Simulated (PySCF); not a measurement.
# Worked example: oscillator strength and radiative lifetime

Ge(H)2(Et)(OH) (C2H8GeO), SMILES C[CH2][GeH2][OH].

The structure is a stationary point at PBE-D3(BJ)/def2-SVP. The structure was generated by enumeration, and PubChem lists no compound with its InChIKey, so it may never have been made. Other conformers were not sampled.

TDA-PBE/def2-SVPD (PySCF 2.14.0) puts the first singlet state with f over 0.02 at 6.98 eV (vertical), with the transition dipole (-0.408, -0.155, -0.308) in atomic units.

**Question.** Find the oscillator strength, the wavelength and the radiative lifetime that this transition would have in vacuum if emission retraced absorption.

**Answer.** 
|μ|² = 0.2854 au, so |μ| = 1.36 D. ΔE = 6.98/27.211 = 0.2565 hartree. f = (2/3) ΔE |μ|² = 0.049 (the program prints 0.049).
λ = 1239.84/6.98 = 178 nm; ν = 56297 cm⁻¹.
Einstein's coefficient A = 0.6670 ν² f s⁻¹ (ν in cm⁻¹) = 1.0e8 s⁻¹, so τ = 1/A = 9.7 ns. This state is S4; the lower singlets have f = 0.006, 0.012, 0.016. The figure is the radiative limit of this one transition; relaxation, internal conversion, crossing to triplets and a medium change what is measured.
